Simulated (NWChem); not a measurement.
System meant: CH$_{4}$ClIn; SMILES [InH]([CH3])[Cl]

The following NWChem deck was run.

```
start job
memory heap 200 mb stack 900 mb global 1100 mb
geometry units angstroms noautoz
  In    -0.346518     0.373066     0.000312
  H     -2.062252     0.476467    -0.001514
  Cl     0.387423    -1.887141    -0.000520
  C      1.278887     1.774413     0.001212
  H      1.190968     2.452721     0.862375
  H      1.252134     2.374875    -0.920033
  H      2.230803     1.230041     0.055688
end
basis spherical
  In library def2-svp
  H library def2-svp
  Cl library def2-svp
  C library def2-svp
end
dft
  xc xpbe96 cpbe96
  iterations 150
  mulliken
end
task dft energy
```

End of the output:

```
             Grid Information
             ----------------
          Grid used for XC integration:  medium
          Radial quadrature: Mura-Knowles
          Angular quadrature: Lebedev.
          Tag              B.-S. Rad. Rad. Pts. Rad. Cut. Ang. Pts.
          ---              ---------- --------- --------- ---------
          In                  1.55      123           9.0       590
          H                   0.35       45          11.0       434
          Cl                  1.00       88          11.0       590
          C                   0.70       49          10.0       434
          Grid pruning is: on
          Number of quadrature shells:   440
          Spatial weights used:  Erf1

          Convergence Information
          -----------------------
          Convergence aids based upon iterative change in
          total energy or number of iterations.
          Levelshifting, if invoked, occurs when the
          HOMO/LUMO gap drops below (HL_TOL):  1.00D-02
          DIIS, if invoked, will attempt to extrapolate
          using up to (NFOCK): 10 stored Fock matrices.

                    Damping( 0%)  Levelshifting(0.5)       DIIS
                  --------------- ------------------- ---------------
          dE  on:    start            ASAP                start
          dE off:    2 iters        150 iters           150 iters

      Screening Tolerance Information
      -------------------------------
          Density screening/tol_rho:  1.00D-10
          AO Gaussian exp screening on grid/accAOfunc:  14
          CD Gaussian exp screening on grid/accCDfunc:  20
          XC Gaussian exp screening on grid/accXCfunc:  20
          Schwarz screening/accCoul:  1.00D-08

      Superposition of Atomic Density Guess
      -------------------------------------

      charge =      49.0 In (Indium)

      symmetry species            s     p     d     f
      number of basis functions =10     7     6
      number of cont. functions = 4     4     2
      number of closed shells   = 5     3     2
      number of open shells     = 0     1     0
      open shell occupation     = 0     1     0
 ------------------------------------------------------------------------
 atomscf:atomd: error in atom scf                   0
 ------------------------------------------------------------------------
 ------------------------------------------------------------------------
  current input line :
    23: task dft energy
 ------------------------------------------------------------------------
 ------------------------------------------------------------------------
 This error has not yet been assigned to a category
 ------------------------------------------------------------------------
 For more information see the NWChem manual at https://nwchemgit.github.io

0:atomscf:atomd: error in atom scf:Received an Error in Communication
```

**Question.** Find the fault in this run and fix the input.

**Answer.** The program stopped with an error. Cause: the def2 basis of a heavy element holds valence functions alone and wants its effective core potential (without it all electrons must fit into that basis). This input runs:
```
start job
memory heap 200 mb stack 900 mb global 1100 mb
geometry units angstroms noautoz
  In    -0.346518     0.373066     0.000312
  H     -2.062252     0.476467    -0.001514
  Cl     0.387423    -1.887141    -0.000520
  C      1.278887     1.774413     0.001212
  H      1.190968     2.452721     0.862375
  H      1.252134     2.374875    -0.920033
  H      2.230803     1.230041     0.055688
end
basis spherical
  * library def2-svp
end
ecp
  In library def2-ecp
end
dft
  xc xpbe96 cpbe96
  iterations 150
  mulliken
end
task dft energy
```
It converges to -690.44955 Ha (PBE/def2-SVP with def2 effective core potentials on In).
